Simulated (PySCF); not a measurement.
# State search for ZnAs

Unrestricted PBE0; Zn pcseg-1, As pcseg-1; no relativity (PySCF 2.14). Outer shells of the fragments: Zn 3d10 4s2; As 3d10 4s2 4p3.

Followed along the bond (rough minima from three points):

```
2Ms+1   unpaired  ⟨S²⟩ at the start  R at minimum (Å)  Te (eV)
    4  σ ↑, π ↑↑               3.76              2.60     0.00
    2  σ ↓, π ↑↑               1.76              2.51     0.32
    2  σ ↑, π ↑↓               1.76              2.54     0.52
    2        π ↑               0.76              2.30     0.59
    2        σ ↑               0.75              2.51     1.59
```

Solutions found at the starting distance of 2.365 Å, counted from the lowest of them; the search is not exhaustive and high or unbound solutions are not listed, so other states can lie among these:

```tsv
2Ms+1	unpaired	term	E (eV)	⟨S²⟩	⟨Lz²⟩	μ (D)
4	σ ↑, π ↑↑	⁴Σ⁻	0.00	3.76	0.00	-1.13
2	σ ↓, π ↑↑	mixed	0.27	1.76	0.00	-1.48
2	σ ↑, π ↑↓	mixed	0.49	1.76	2.01	-1.31
2	π ↑	²Π	0.50	0.76	1.01	-4.36
2	σ ↑	mixed	1.53	0.75	2.00	-1.27
4	σ ↑↑, π ↑	⁴Π	2.54	3.76	1.01	-3.33
2	π ↑	²Π	3.34	0.75	1.00	4.40
```

A term symbol is given only where ⟨S²⟩ and ⟨Lz²⟩ are close to those of a pure state; real π, δ and φ orbitals otherwise mix terms. A positive dipole means Zn(−)As(+).

Compare the gap between the two lowest followed solutions at the starting distance with the gap between their minima.

At PBE0 the second solution (Ms = 0.5 of mixed spin, unpaired electrons σ ↓, π ↑↑) lies +0.27 eV from the first (quartet, unpaired electrons σ ↑, π ↑↑) at 2.365 Å and +0.32 eV at the minima; the two curves relax by different amounts, since their minima lie near 2.51 and 2.60 Å.

Spin–orbit coupling is left out. Counting both spins, an empty level lies below a filled one in some of these solutions, because spin and occupation are held.
